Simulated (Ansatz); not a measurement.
Reaction (formal exchange of groups at the Si–C bond): `BN[SiH2]C=C` + `N=CCl` → `BN[SiH2]Cl` + `C=CC=N`

Isolated molecules relaxed with PBE0-D4/def2-TZVP in Ansatz; ΔE leaves out vibrations. CBS: MP2 limit from def2 TZ/QZ plus the TZ coupled-cluster correction, frozen cores. This one scheme is used for every species. DFT in def2-TZVPP. One conformer a species, not always the lowest.

Problem. Is it downhill or uphill in electronic energy at CCSD(T)/CBS, and by how much? (Estimate.)

Solution. Ansatz gave: Downhill: ΔE = -31.2 kcal/mol.

Problem. What do these levels give: PBE-D4, revPBE-D4, r2SCANh-D4, r2SCAN0-D4, B2PLYP, PBE, BLYP, r2SCAN, r2SCANh, CAM-B3LYP, CCSD/def2-TZVPP, HF/def2-QZVPP? (An estimate is asked.)

Solution. Ansatz gave: PBE-D4 -28.2, revPBE-D4 -28.1, r2SCANh-D4 -30.6, r2SCAN0-D4 -31.1, B2PLYP -30.5, PBE -28.2, BLYP -28.4, r2SCAN -30.2, r2SCANh -30.6, CAM-B3LYP -30.5, CCSD/def2-TZVPP -31.1, HF/def2-QZVPP -33.3 kcal/mol.

Problem. What do rigid-rotor, harmonic-oscillator terms from PBE0-D4/def2-TZVP frequencies (298.15 K, 1 bar) make of the CCSD(T)/CBS value? (An estimate is asked.)

Solution. Computed: ΔZPE = +1.2 kcal/mol, ΔH = -30.2 kcal/mol, ΔS = -4 J/(mol·K), ΔG = -29.9 kcal/mol.

Largest T1 diagnostic among the species: 0.012.

From PBE to PBE0 (25 % exact exchange), in def2-TZVPP and without D4, ΔE moves by −1.7 kcal/mol. In def2-TZVPP, CCSD(T) changes the Hartree–Fock value by +2.7 kcal/mol (the triples alone add +0.4 kcal/mol) and MP2 by +2.0 kcal/mol. Leaving LDA and LC-ωPBE aside and taking each functional with its dispersion term where it has one, the values, not all of them listed here, spread over 3.6 kcal/mol, from BHLYP-D4 to revPBE-D4.
